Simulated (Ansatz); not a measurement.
`[BH]1[O][GeH2]1`. Total charge 0; spin multiplicity 1.

| atom | x (Å) | y (Å) | z (Å) |
| --- | --- | --- | --- |
| B1 | -1.002 | -0.645 | -0.072 |
| O2 | 0.074 | -0.973 | -0.715 |
| Ge3 | 0.457 | 0.687 | 0.310 |
| H4 | -2.114 | -1.046 | 0.070 |
| H5 | 0.919 | 1.677 | -0.772 |
| H6 | 1.666 | 0.300 | 1.179 |

**Question.** What are the harmonic wavenumbers in cm⁻¹ at PBE0-D4/def2-TZVP (Ansatz, finite differences of forces, unscaled)? (Estimate.)

**Answer.** The calculation gave: 333, 411, 550, 574, 656, 746, 867, 942, 1466, 2137, 2152, 2690.

**Question.** Is this a minimum?

**Answer.** Yes, all 12 modes are real.

**Question.** Give the ideal-gas thermochemistry at 298.15 K and 1 bar (rigid rotor, harmonic oscillator; point group Cs, symmetry number 1).

**Answer.** Zero-point energy 80.9 kJ/mol; H(298) − E = 94.4 kJ/mol; entropy 281.3 J/(mol·K), of which translation 166.6, rotation 97.5, vibration 17.2; G(298) − E = 10.6 kJ/mol.
